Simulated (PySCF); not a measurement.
Sn(Cl)(OH)3 (ClH3O3Sn), SMILES [Sn]([OH])([Cl])([OH])[OH]. Atoms are numbered in the order given.

```xyz
8

O     -1.4618     1.1234    -0.9059
Sn     0.0000     0.0000    -0.2448
O     -0.2420    -1.8276    -0.9059
O      1.7038     0.7043    -0.9059
Cl     0.0000     0.0000     2.0964
H     -1.4104     2.0208    -0.5533
H     -1.0448    -2.2319    -0.5533
H      2.4553     0.2111    -0.5533
```
Charge 0, spin multiplicity 1.

Coordinates come from a PBE0-D3(BJ)/def2-SVP optimisation. The def2 effective core potentials stand for the cores of Sn; spin–orbit coupling is left out. The values are those of a single conformer.

Calculation: IEF-PCM-PBE0/def2-SVP run with PySCF 2.14.0.

The values are the electrostatic part of the solvation free energy, E(continuum) − E(gas) at the gas-phase geometry, in a cavity of scaled van der Waals radii (PySCF's table); cavitation and dispersion terms are not included. A continuum can't describe solvent molecules that bind to the metal. In vacuum the orbital gap is 7.06 eV. The dipole moment in vacuum is 0.93 D.

| solvent | ε | ΔG(elec) (kcal/mol) | dipole (D) | gap (eV) |
|---|---|---|---|---|
| water | 78.36 | -11.5 | 1.11 | 7.16 |
| ethylethanoate | 5.99 | ? | ? | ? |
| 1-octanol | 9.86 | -9.9 | 1.07 | 7.15 |

Task: Some entries are withheld; supply them. (Estimate from the structure and the level; the computed values follow.)

Result: 
- ethylethanoate, ΔG(elec) (kcal/mol): -8.8
- ethylethanoate, dipole (D): 1.04
- ethylethanoate, gap (eV): 7.14
